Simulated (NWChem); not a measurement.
CH$_{8}$OSi$_{2}$; SMILES O[SiH2][SiH2]C

Program: NWChem. Pople sets run with spherical d functions. B3LYP is NWChem's, with the RPA form of VWN correlation. Each level has its own optimisation; frequencies are unscaled. Brackets give each atom's bonded neighbours. One conformer.

```
level                r C–Si (Å)  r C–H (Å)  r Si–Si (Å)  r H–Si [H(Si)–Si(CHHSi)] (Å)  highest harmonic frequency (cm⁻¹)  lowest (cm⁻¹)  zero-point energy (kcal/mol)  dipole (D)
-------------------  ----------  ---------  -----------  ----------------------------  ---------------------------------  -------------  ----------------------------  ----------
Hartree-Fock/STO-3G       1.867      1.083        2.257                         1.425                               4241             41                          66.5        1.36
B3LYP/3-21G               1.924      1.095        2.372                         1.503                               3578             59                          53.2        1.61
B3LYP/6-31G*              1.897      1.095        2.356                         1.495                               3800             57                          53.6        1.32
```
